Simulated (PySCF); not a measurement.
Species: C₅H₇NO.
Geometry (GFN2-xTB, Å), atoms numbered from 1 in this order:
```
atom  x, y, z in Å
C1     2.9970   -0.5368   -0.0878
C2     1.9272    0.0001    0.0026
C3     0.7552    0.8394    0.1472
O4     0.8657    2.0333    0.3572
N5    -0.4351    0.2042    0.0329
C6    -0.5851   -1.2041   -0.2176
C7    -1.6568    0.9581    0.1657
H8     3.9136   -1.0430   -0.1738
H9    -1.1392   -1.6759    0.5995
H10   -1.1399   -1.3643   -1.1469
H11    0.3924   -1.6744   -0.3020
H12   -1.3962    1.9986    0.3519
H13   -2.2484    0.8888   -0.7508
H14   -2.2510    0.5756    0.9996
```

Computed, not measured: CAM-B3LYP/def2-SVPD in PySCF (dipole) on a GFN2-xTB geometry, gas phase.

Take the most abundant isotopes and a rigid rotor. The values belong to one conformer with, in the numbering `[CH:1]#[C:2][C:3](=[O:4])[N:5]([CH3:6])[CH3:7]`, C2–C3–N5–C6 0°.

Question: What are A, B and C (MHz)?

Answer: Ia = 112.40, Ib = 226.62, Ic = 332.66 u·Å²; 505379 MHz·u·Å²/I gives A = 4496, B = 2230, C = 1519 MHz.

Question: What kind of rotor is it?

Answer: An asymmetric top. Ray's parameter κ = (2B − A − C)/(A − C) = -0.522; −1 is the prolate and +1 the oblate limit.

Question: What does the inertial defect say?

Answer: Not planar: Δ = Ic − Ia − Ib = -6.36 u·Å². For a rigid frame Δ = −2 Σ m c², so Σ m c² = 3.18 u·Å² lies off the ab plane, practically all of it from hydrogen. The atom farthest from that plane is 0.89 Å away.

Question: List the rotational levels J(Ka,Kc) to J = 5 (MHz).

Answer: Above 0(0,0):
J = 1: 1(0,1) 3749, 1(1,1) 6015, 1(1,0) 6726
J = 2: 2(0,2) 11105, 2(1,2) 12803, 2(1,1) 14936, 2(2,1) 21734, 2(2,0) 21877
J = 3: 3(0,3) 21817, 3(1,3) 22903, 3(1,2) 27150, 3(2,2) 32982, 3(2,1) 33661, 3(3,1) 46171, 3(3,0) 46190
J = 4: 4(0,4) 35638, 4(1,4) 36240, 4(1,3) 43224, 4(2,3) 47867, 4(2,2) 49720, 4(3,2) 61407, 4(3,1) 61532, 4(4,1) 79550, 4(4,0) 79552
J = 5: 5(0,5) 52445, 5(1,5) 52744, 5(1,4) 62930, 5(2,4) 66298, 5(2,3) 70076, 5(3,3) 80483, 5(3,2) 80960, 5(4,2) 98612, 5(4,1) 98629, 5(5,1) 121914, 5(5,0) 121914

Question: Predict some low-J microwave lines.

Answer: The dipole components are |μa| = 0.83 D, |μb| = 3.99 D, |μc| = 0.00 D; the mirror of this Cs structure is the ab plane, so μc vanishes by symmetry and there are no c-type lines. The squared components, which scale the intensities, stand as 0.04 : 1.00 (a : b). Some lines, for components of 0.1 D or more:

```csv
type,branch,"J(Ka,Kc)",MHz,lower level (cm⁻¹)
b,R,"5(3,2) ← 4(4,1)",1410,2.653
b,R,"4(2,2) ← 3(3,1)",3549,1.540
a,Q,"5(2,3) ← 5(2,4)",3778,2.211
b,R,"2(0,2) ← 1(1,1)",5090,0.201
a,R,"2(1,2) ← 1(1,1)",6788,0.201
b,Q,"2(2,0) ← 2(1,1)",6941,0.498
a,R,"2(1,1) ← 1(1,0)",8210,0.224
b,R,"5(2,3) ← 4(3,2)",8668,2.048
b,Q,"5(1,4) ← 5(0,5)",10485,1.749
a,R,"3(2,2) ← 2(2,1)",11248,0.725
b,Q,"4(2,3) ← 4(1,4)",11627,1.209
a,R,"3(1,2) ← 2(1,1)",12214,0.498
b,R,"4(1,4) ← 3(0,3)",14423,0.728
b,R,"2(2,1) ← 1(1,0)",15008,0.224
a,R,"4(3,1) ← 3(3,0)",15343,1.541
b,R,"2(2,0) ← 1(1,1)",15861,0.201
a,R,"4(1,3) ← 3(1,2)",16074,0.906
a,R,"5(1,5) ← 4(1,4)",16504,1.209
b,Q,"4(4,0) ← 4(3,1)",18019,2.053
b,R,"3(2,2) ← 2(1,1)",18046,0.498
a,R,"5(2,4) ← 4(2,3)",18431,1.597
a,R,"5(4,2) ← 4(4,1)",19062,2.653
b,R,"4(2,3) ← 3(1,2)",20717,0.906
b,R,"4(3,2) ← 3(2,1)",27746,1.123
b,R,"4(4,0) ← 3(3,1)",33380,1.540
```

Question: Estimate the classical rotational partition function at 50 K, 100 K and 298.15 K.

Answer: Point group Cs, symmetry number σ = 1; q = (√π/σ)·√((kT/h)³/(ABC)), k/h = 20836.6 MHz/K: 15300 at 50 K, 43200 at 100 K, 222000 at 298.15 K.

GFN2-xTB frequencies: not computed here. These are rigid-rotor constants of the computed structure; measured ground-state constants (B0) also hold zero-point vibration. A rigid rotor knows nothing of internal rotation, which can split or shift real lines. Quadrupole hyperfine structure (14N) is left out.
